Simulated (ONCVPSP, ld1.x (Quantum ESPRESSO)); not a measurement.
## Pseudopotentials across the periodic table

Generated with ld1.x 7.5 (TM, RRKJ, ultrasoft, PAW), atompaw 4.2 or ONCVPSP 4.0.1. The cutoff is in Ry: for ld1.x and atompaw files where the sum of valence levels is converged to 10 mRy in a Bessel basis, for ONCV files where the hardest occupied wave has 1 mHa per electron of residual kinetic energy. The error is the largest all-electron minus pseudo excitation energy over each file’s own four to seven test configurations (ionisations up to +4, promotions, holes and added fractions of an electron), all of which were solved. The labels leave out finer settings (local radius, basis sizes, second energies), which also bear on the numbers. Spin-polarised tests are not counted. The rows are a selection from randomly drawn settings: files with unsolved tests, undetermined cutoffs or missed reference levels are left out.

A true bound ghost makes a file unfit for plane-wave use even where its test errors are small: the radial tests pick states by their node count and pass the ghost by.

| element | potential | cutoff (Ry) | largest error (meV) | bound ghosts |
| --- | --- | --- | --- | --- |
| Al | ONCV, PBE, scalar-relativistic, rc 1.00/1.05/1.00 (spd), local d, core correction yes, reference 2s2 2p6 3s2 3p0.75, qcut 11.3/14.3/8.8, projectors 2/2/0 | 147 | -0.6 | none |
| Zn | ONCV, PBE, scalar-relativistic, rc 1.25/0.75/1.35 (spd), local smoothed, core correction yes, reference 3s2 3p6 3d10 4s2, qcut 9.7/9.9/11.8, projectors 3/2/2 | 131 | -577 | none |
| As | ultrasoft, LDA (PZ), scalar-relativistic, rc 1.45/1.45/0.95 (spd), local smoothed, core correction no, reference 3d10 4s2 4p1 | 180 | +22 | none |
| Rb | ONCV, PBE, scalar-relativistic, rc 2.45/2.20/2.10 (spd), local smoothed, core correction yes, reference 4s2 4p6 5s0.75, qcut 6.3/6.8/4.2, projectors 3/1/2 | 24 | -30 | d |
| La | ONCV, LDA (Perdew-Zunger), non-relativistic, rc 2.85/1.75/4.00/3.05 (spdf), local smoothed, core correction yes, reference 5s2 5p6 5d1.5 6s1.5, qcut 5.5/4.4/4.3/4, projectors 2/3/2/3 | 59 | +1.2 | s |
| Lu | ONCV, PBE, scalar-relativistic, rc 1.85/1.80/2.90/1.20 (spdf), local smoothed, core correction yes, reference 4f14 5s2 5p6 5d1 6s1, qcut 6.4/6.3/6.3/12.2, projectors 2/2/2/2 | 196 | +249 | none |
| Hg | ONCV, PBE, scalar-relativistic, rc 1.45/1.15/2.10 (spd), local smoothed, core correction no, reference 5s2 5p6 5d10 6s2, qcut 8.9/7.3/7.4, projectors 2/2/2 | 337 | +172 | s, d |

**Question.** Fill in the row for Sc: ONCV, PBE, scalar-relativistic, rc 3.10/3.30/2.75 (spd), local smoothed, core correction yes, reference 3d1 4s0.5, qcut 2.3/2.1/6.9, projectors 2/2/2.

**Answer.** cutoff 32 Ry, largest error +171 meV, bound ghosts: none.

**Question.** Fill in the row for Au: ONCV, PW91, fully relativistic, rc 1.55/1.38/2.10 (spd), local smoothed, core correction yes, reference 5s2 5p6 5d8, qcut 8.4/7.6/8.7, projectors 2/1/2.

**Answer.** cutoff 55 Ry, largest error -4.7 meV, bound ghosts: s, p3/2.

**Question.** Fill in the row for Li: ONCV, PBE, non-relativistic, rc 1.10/1.10/1.20 (spd), local smoothed, core correction no, reference 1s2 2s1, qcut 11.3/7.3/7.6, projectors 2/1/2.

**Answer.** cutoff 88 Ry, largest error +727 meV, bound ghosts: none.
